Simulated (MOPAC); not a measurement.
MOPAC input (AM1):

```
AM1 PRECISE GNORM=0.05 LET XYZ GEO-OK AUX(PRECISION=9) THREADS=1
Br2Se

Se    0.02554200 1   -0.01119200 1    0.97920600 1
Br    0.80545400 1   -1.62795800 1   -0.51561600 1
Br   -0.83026600 1    1.63883000 1   -0.43561300 1
```

Output:

```
 *******************************************************************************
 **                                                                           **
 **                              MOPAC v23.2.5                                **
 **                                                                           **
 *******************************************************************************
 ** MOPAC's Digital Object Identifier: https://doi.org/10.5281/zenodo.6511958 **
 **                                                                           **
 ** Please cite the open-source release paper for use of this MOPAC version:  **
 ** J. E. Moussa and J. J. P. Stewart (2026)                                  **
 ** MOPAC: An open-source semiempirical molecular orbital program             **
 ** J. Open Source Softw., 11(119), 8025, https://doi.org/10.21105/joss.08025 **
 *******************************************************************************

                              AM1 CALCULATION RESULTS

 *******************************************************************************
 *  AM1        - The AM1 Hamiltonian to be used
 *  GEO-OK     - OVERRIDE INTERATOMIC DISTANCE AND OTHER SAFETY CHECKS
 *  LET        - OVERRIDE SOME SAFETY CHECKS
 *  PRECISE    - TIGHTER CRITERIA TO BE USED
 *  XYZ        - CARTESIAN COORDINATE SYSTEM TO BE USED
 *  GNORM      - EXIT WHEN GRADIENT NORM DROPS BELOW 0.050
 *  AUX        - OUTPUT AUXILIARY INFORMATION
 *******************************************************************************
AM1 PRECISE GNORM=0.05 LET XYZ GEO-OK AUX(PRECISION=9) THREADS=1
 Br2Se

   ATOM   CHEMICAL          X               Y               Z
  NUMBER   SYMBOL      (ANGSTROMS)     (ANGSTROMS)     (ANGSTROMS)

     1      Se          0.02554200  *  -0.01119200  *   0.97920600  *
     2      Br          0.80545400  *  -1.62795800  *  -0.51561600  *
     3      Br         -0.83026600  *   1.63883000  *  -0.43561300  *

          CARTESIAN COORDINATES

    NO.       ATOM           X           Y           Z

     1        Se          0.0255     -0.0112      0.9792
     2        Br          0.8055     -1.6280     -0.5156
     3        Br         -0.8303      1.6388     -0.4356

 Se: (AM1): J. J. P. STEWART, J. MOL. MOD., 10, 155-164 (2004)
 Br: (AM1): M.J.S. DEWAR AND E. G. ZOEBISCH, THEOCHEM, 180, 1 (1988).

           Empirical Formula: Se Br2  =     3 atoms

      MOLECULAR POINT GROUP   :   C2v

      RHF CALCULATION, NO. OF DOUBLY OCCUPIED LEVELS = 10

          Geometry optimization using EF

          DIAGONAL MATRIX USED AS START HESSIAN

 CYCLE:     1  GRAD.:    46.821 HEAT: -6.291735
 CYCLE:     2  GRAD.:    69.335 HEAT: -5.139766
 CYCLE:     3  GRAD.:     7.662 HEAT: -8.527004
 CYCLE:     4  GRAD.:     1.606 HEAT: -8.584358
 CYCLE:     5  GRAD.:     0.687 HEAT: -8.591038
 CYCLE:     6  GRAD.:     0.565 HEAT: -8.593476
 CYCLE:     7  GRAD.:     0.151 HEAT: -8.594234
 CYCLE:     8  GRAD.:     0.070 HEAT: -8.594250
 CYCLE:     9  GRAD.:     0.100 HEAT: -8.594246
 CYCLE:    10  GRAD.:     0.004 HEAT: -8.594254

     GRADIENT =  0.00387 IS LESS THAN CUTOFF =  0.05000

 -------------------------------------------------------------------------------
 AM1 PRECISE GNORM=0.05 LET XYZ GEO-OK AUX(PRECISION=9) THREADS=1
 Br2Se

     GEOMETRY OPTIMISED USING EIGENVECTOR FOLLOWING (EF).
     SCF FIELD WAS ACHIEVED

                              AM1 CALCULATION
                                                       MOPAC v23.2.5 Linux

          FINAL HEAT OF FORMATION =         -8.59425 KCAL/MOL =     -35.95836 KJ/MOL

          COSMO AREA              =        117.08 SQUARE ANGSTROMS
          COSMO VOLUME            =        106.03 CUBIC ANGSTROMS

          GRADIENT NORM           =          0.00387          =       0.00223 PER ATOM
          IONIZATION POTENTIAL    =          8.390222 EV
          HOMO LUMO ENERGIES (EV) =         -8.390 -2.694
          NO. OF FILLED LEVELS    =         10
          MOLECULAR WEIGHT        =        238.7680         POINT GROUP:  C2v

          MOLECULAR DIMENSIONS (Angstroms)

            Atom       Atom       Distance
           Br     3   Br     2     3.55148
           Br     2   Se     1     1.37776
           Br     3   Se     1     0.00000

          SCF CALCULATIONS        =         11

   ATOM   CHEMICAL          X               Y               Z
  NUMBER   SYMBOL      (ANGSTROMS)     (ANGSTROMS)     (ANGSTROMS)

     1      Se          0.02418930  *  -0.01059883  *   0.92735813  *
     2      Br          0.78311473  *  -1.58229506  *  -0.48872043  *
     3      Br         -0.80658205  *   1.59257741  *  -0.41096788  *

                             CARTESIAN COORDINATES

   1   Se        0.024189300    -0.010598834     0.927358133
   2   Br        0.783114731    -1.582295059    -0.488720434
   3   Br       -0.806582046     1.592577408    -0.410967880

           Empirical Formula: Se Br2  =     3 atoms

      MOLECULAR POINT GROUP   :   C2v

                  EIGENVALUES
 -31.28285 -31.14930 -20.53202 -14.38825 -13.19339 -12.52059 -11.64294 -11.27899
 -11.22479  -8.39022  -2.69368  -1.77804

              NET ATOMIC CHARGES AND DIPOLE CONTRIBUTIONS

  ATOM NO.   TYPE          CHARGE      No. of ELECS.   s-Pop       p-Pop
    1         Se           0.297884        5.7021     1.97933     3.72278
    2         Br          -0.148942        7.1489     1.98322     5.16573
    3         Br          -0.148942        7.1489     1.98322     5.16573
 DIPOLE           X         Y         Z       TOTAL
 POINT-CHG.     0.051    -0.023     1.970     1.971
 HYBRID        -0.006     0.003    -0.222     0.223
 SUM            0.046    -0.020     1.748     1.749

          ATOMIC ORBITAL ELECTRON POPULATIONS

     Atom    s        px        py        pz
    1 Se   1.97933   1.77668   1.11226   0.83385
    2 Br   1.98322   1.89740   1.56553   1.70280
    3 Br   1.98322   1.88073   1.55094   1.73406

 **********************
 *                    *
 * JOB ENDED NORMALLY *
 *                    *
 **********************

 == MOPAC DONE ==
```

The geometry given is a B3LYP-D3(BJ)/def2-TZVP minimum.
